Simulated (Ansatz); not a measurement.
Isomers of Mg$_{2}$I$_{3}$ (doublet), relaxed with PBE-D4/def2-SVP; total energies from Ansatz at PBE-QIDH/def2-TZVP.

```csv
isomer,description,energy (Eh)
A,point group C3v; 6 × I–Mg 2.69 to 3.12 Å,-1292.81092
B,point group C2v; 5 × I–Mg 2.58 to 2.88 Å,-1292.82749
C,point group C2v; 4 × I–Mg 2.58 to 2.81 Å,-1292.80513
D,point group not assigned; 4 × I–Mg 2.60 to 2.84 Å,-1292.77283
```

In the def2 sets I takes a core potential; there is no spin–orbit coupling. Correlated methods freeze 14 core orbitals; core or outer-core shells of Mg, I are correlated, in sets that lack core-valence functions.

The isomers come from a short search, and lower ones may exist.

Problem. Work out the relative energies (1 Eh = 2625.5 kJ/mol) and the Boltzmann populations at 500 K from electronic energies alone (R = 8.314 J/mol/K).

Solution. ΔE: A 43.5, B 0.0, C 58.7, D 143.5 kJ/mol. RT = 4.16 kJ/mol. Factors exp(−ΔE/RT): A 2.88e-05, B 1, C 7.44e-07, D 1.04e-15; sum 1.000. Populations: A 0.0 %, B 100.0 %, C 0.0 %, D 0.0 %. Zero-point energy, vibrational entropy and symmetry numbers are left out and can shift these; an error of 4 kJ/mol changes a ratio by a factor of 2.6. Over the other density-functional and correlated levels in def2 sets, the gap between B and A ranges from 34 to 56 kJ/mol.
